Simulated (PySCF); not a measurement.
PySCF input for Se(Me)(SMe) (C₂H₆SSe), SMILES C[Se]SC, IEF-PCM-ωB97X/def2-SVP. Geometry optimised at ωB97X-D3(BJ)/def2-SVP. The values are those of a single conformer.

```python
import numpy as np
from pyscf import gto, scf, dft
from pyscf.solvent import pcm

mol = gto.M(
    atom='''
    Se    0.33696163    0.32049906    0.76947363
    C     1.07888053    1.59958568   -0.49155609
    H     1.90109694    1.13641297   -1.05197002
    H     1.46271500    2.44691647    0.09651637
    H     0.30268985    1.95913579   -1.18024446
    S    -0.23075886   -1.25009325   -0.63955128
    C    -1.87730070   -0.70118306   -1.16461766
    H    -2.56149682   -0.63723429   -0.30731170
    H    -2.24938288   -1.46035700   -1.87009786
    H    -1.82965485    0.26923400   -1.67913247
    ''',
    basis='def2-SVP',
    charge=0,
    spin=0,
    max_memory=1600,
    verbose=3,
)
mf = dft.RKS(mol, xc='wb97x').density_fit(auxbasis='def2-universal-jkfit')
mf.grids.level = 3
mf.conv_tol = 1e-9
mf.max_cycle = 100
mf.kernel()
res = {}
for name, eps in {'water': 78.355, 'ethylethanoate': 5.9867, 'tetrahydrofuran': 7.4257}.items():
    s = mf.PCM()
    s.with_solvent.method, s.with_solvent.eps, s.with_solvent.lebedev_order = 'IEF-PCM', eps, 29
    s.kernel(mf.make_rdm1())
    res[name] = (s.e_tot, eps, s.dip_moment(), s.mo_energy, s.converged)
    print(f'{name}: electrostatic solvation free energy {(s.e_tot - mf.e_tot) * 627.509474:.3f} kcal/mol')
```

Output:

```
converged SCF energy = -2879.10309406004

WARN: PCM is an experimental feature. It is still in testing.
Features and APIs may be changed in the future.

converged SCF energy = -2879.10861419764
Dipole moment(X, Y, Z, Debye): -0.99576,  2.07928, -1.37617
water: electrostatic solvation free energy -3.464 kcal/mol

WARN: PCM is an experimental feature. It is still in testing.
Features and APIs may be changed in the future.

converged SCF energy = -2879.10729018294
Dipole moment(X, Y, Z, Debye): -0.93235,  1.93416, -1.28727
ethylethanoate: electrostatic solvation free energy -2.633 kcal/mol

WARN: PCM is an experimental feature. It is still in testing.
Features and APIs may be changed in the future.

converged SCF energy = -2879.10754461678
Dipole moment(X, Y, Z, Debye): -0.94415,  1.96139, -1.30411
tetrahydrofuran: electrostatic solvation free energy -2.793 kcal/mol
```

The calculation finished and met its thresholds.
